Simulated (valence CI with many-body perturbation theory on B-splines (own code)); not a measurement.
# Level structure of Sm LVIII

Level of theory: relativistic CI+MBPT: three valence electrons over a frozen Dirac-Fock core [He], radial functions for each j: 9 s, 9 p, 8 d, 6 f, 3 g, 1 h, with the one-electron correlation potential Σ1, the two-electron term Σ2, the three-electron term Σ3, Breit, model QED; selected CI, second order for the rest, scaled by the run's own slope (own B-spline code, finite nucleus).

The last digits are not significant, and no measured levels were compared; by estimate large intervals hold to a few tenths of a per cent, small ones and those within an open d or f shell to about a per cent.

Levels 1 to 42 of 42, with energies above the lowest level, (2s^2 2p1/2) J=1/2. "Leading %" is the weight of the configuration and term that name the level; weights of strongly mixed levels are sums over their largest components and can fall short, so below about 35 % the name and the second component can differ from the true leading terms, or belong to a minority configuration. In the jj column 3d3/2^4 stands for four electrons in 3d with j = 3/2. Lifetimes count E1, E2, E3, M1 and M2 decay at the calculated energies, and are blank where another channel may lead or the interval is too uncertain; long ones can be off by a factor of two.

```csv
No.,Configuration,Term,J,E (eV),Leading %,g,Leading jj,Lifetime
1,2s2 2p,2P°,1/2,0.0,100,0.632,2s^2 2p1/2 (100 %),
2,2s 2p2,4P,1/2,202.4,53,2.098,2s 2p1/2^2 (99 %),67.8 ps
3,2s2 2p,2P°,3/2,659.5,99,1.309,2s^2 2p3/2 (99 %),194 ps
4,2s 2p2,4P,3/2,800.8,91,1.639,2s 2p1/2 2p3/2 (100 %),61.2 ps
5,2s 2p2,2D,5/2,836.8,61,1.329,2s 2p1/2 2p3/2 (100 %),174 ps
6,2s 2p2,2P,1/2,894.5,70,1.248,2s 2p1/2 2p3/2 (99 %),387 fs
7,2s 2p2,2D,3/2,895.9,63,0.973,2s 2p1/2 2p3/2 (100 %),451 fs
8,2p3,2P°,3/2,1109.0,47,1.335,2p1/2^2 2p3/2 (99 %),579 fs
9,2s 2p2,4P,5/2,1478.3,61,1.417,2s 2p3/2^2 (100 %),2.04 ps
10,2s 2p2,2S,1/2,1565.6,69,1.906,2s 2p3/2^2 (100 %),480 fs
11,2s 2p2,2P,3/2,1566.5,62,1.180,2s 2p3/2^2 (100 %),269 fs
12,2p3,4S°,3/2,1730.0,55,1.439,2p1/2 2p3/2^2 (100 %),288 fs
13,2p3,2D°,5/2,1751.5,100,1.173,2p1/2 2p3/2^2 (100 %),316 fs
14,2p3,2P°,1/2,1796.9,100,0.632,2p1/2 2p3/2^2 (100 %),257 fs
15,2p3,2P°,3/2,2426.2,52,1.288,2p3/2^3 (100 %),193 fs
16,2s2 3s,2S,1/2,7073.4,98,1.988,2s^2 3s (98 %),7.89 fs
17,2s2 3p,2P°,1/2,7142.1,96,0.666,2s^2 3p1/2 (96 %),201 fs
18,2s 2p 3s,4P°,1/2,7209.0,86,2.364,2s 2p1/2 3s (98 %),8.83 fs
19,2s 2p 3s,4P°,3/2,7231.2,60,1.547,2s 2p1/2 3s (98 %),7.91 fs
20,2s 2p 3s,2P°,1/2,7255.8,94,0.723,2s 2p1/2 3s (99 %),10.8 fs
21,2s 2p 3p,4D,1/2,7266.9,72,0.267,2s 2p1/2 3p1/2 (100 %),11.0 fs
22,2s 2p 3p,4D,3/2,7290.5,41,1.106,2s 2p1/2 3p1/2 (99 %),3.90 fs
23,2s 2p 3p,4P,1/2,7325.0,47,1.951,2s 2p1/2 3p1/2 (99 %),8.60 fs
24,2s2 3p,2P°,3/2,7338.2,96,1.329,2s^2 3p3/2 (96 %),104 fs
25,2s2 3d,2D,3/2,7386.9,97,0.793,2s^2 3d3/2 (97 %),1.26 fs
26,2s2 3d,2D,5/2,7440.2,96,1.192,2s^2 3d5/2 (96 %),1.31 fs
27,2p2 3s,4P,1/2,7449.4,37,1.857,2p1/2^2 3s (80 %),7.21 fs
28,2s 2p 3p,4P,3/2,7471.6,31,1.397,2s 2p1/2 3p3/2 (100 %),10.8 fs
29,2s 2p 3p,4D,5/2,7498.5,45,1.326,2s 2p1/2 3p3/2 (97 %),51.1 fs
30,2s 2p 3p,2D,3/2,7501.3,44,1.245,2s 2p1/2 3p3/2 (99 %),4.77 fs
31,2p2 3p,2P°,1/2,7508.2,39,0.622,2p1/2^2 3p1/2 (87 %),1.37 fs
32,2s 2p 3d,4F°,3/2,7509.7,71,0.564,2s 2p1/2 3d3/2 (100 %),4.92 fs
33,2s 2p 3p,2P,1/2,7512.8,32,1.448,2s 2p1/2 3p3/2 (81 %),3.66 fs
34,2s 2p 3d,4F°,5/2,7535.2,47,1.020,2s 2p1/2 3d3/2 (96 %),6.51 fs
35,2s 2p 3d,2P°,3/2,7551.4,28,1.192,2s 2p1/2 3d3/2 (97 %),1.01 fs
36,2s 2p 3d,4D°,1/2,7558.9,50,0.449,2s 2p1/2 3d3/2 (88 %),1.51 fs
37,2s 2p 3d,4P°,5/2,7574.3,35,1.316,2s 2p1/2 3d5/2 (98 %),1.30 fs
38,2s 2p 3d,4F°,7/2,7598.1,38,1.232,2s 2p1/2 3d5/2 (99 %),1.36 fs
39,2s 2p 3d,2F°,5/2,7609.0,51,1.065,2s 2p1/2 3d5/2 (98 %),1.36 fs
40,2s 2p 3d,2D°,3/2,7609.3,39,1.092,2s 2p1/2 3d5/2 (95 %),1.36 fs
41,2p2 3p,2P°,3/2,7720.1,33,1.324,2p1/2^2 3p3/2 (96 %),4.61 fs
42,2p2 3d,2D,3/2,7756.2,41,0.784,2p1/2^2 3d3/2 (98 %),7.11 fs
```

The ionisation energy to 2s2 1S_0 of the next ion comes out as 12582 eV (NIST: 12588 ± 6 eV (theoretical)). All 42 levels together are meant to be complete up to 7808.5 eV.
